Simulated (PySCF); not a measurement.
H5PSi, charge +1, multiplicity 2. Atoms are numbered in the order given.

```xyz
7

Si    -1.1775    -0.0131     0.0000
P      1.1460     0.0708     0.0000
H     -1.5020     0.6850     1.2505
H     -1.5020     0.6850    -1.2505
H     -1.4055    -1.4703     0.0000
H      1.8520    -0.3893     1.1241
H      1.8520    -0.3893    -1.1241
```
Charge +1, spin multiplicity 2.

Geometry optimised at B3LYP-D3(BJ)/def2-TZVP. The multiplicity is an assumed one; other spin states were not compared.

All values below come from TDA-PBE0/def2-SVPD (PySCF).

Vertical excitations. The molecule is in vacuum.

Computed excitation energies, oscillator strengths and character:
```csv
state,energy (eV),λ (nm),f,main pairs
root 1,3.83,324,0.005,"β HOMO−2→LUMO 73 %, β HOMO→LUMO 25 %"
root 2,4.31,288,0.000,β HOMO−1→LUMO 99 %
root 3,4.45,279,0.038,"β HOMO→LUMO 73 %, β HOMO−2→LUMO 24 %"
root 4,5.70,218,0.001,β HOMO−3→LUMO 95 %
root 5,6.43,193,0.006,α HOMO→LUMO 96 %
root 6,6.54,190,0.002,α HOMO→LUMO+1 95 %
root 7,7.56,164,0.019,α HOMO→LUMO+2 83 %
root 8,7.59,163,0.000,"α HOMO−1→LUMO 57 %, β HOMO−1→LUMO+1 24 %"
root 9,7.65,162,0.001,"α HOMO−2→LUMO 46 %, β HOMO→LUMO+1 29 %, β HOMO−2→LUMO+1 10 %"
root 10,7.93,156,0.000,"α HOMO−3→LUMO+1 17 %, α HOMO−2→LUMO+1 15 %, α HOMO−1→LUMO 12 %, β HOMO−2→LUMO+2 37 %, β HOMO→LUMO+2 9 %"
```
Unrestricted roots are not spin-pure.
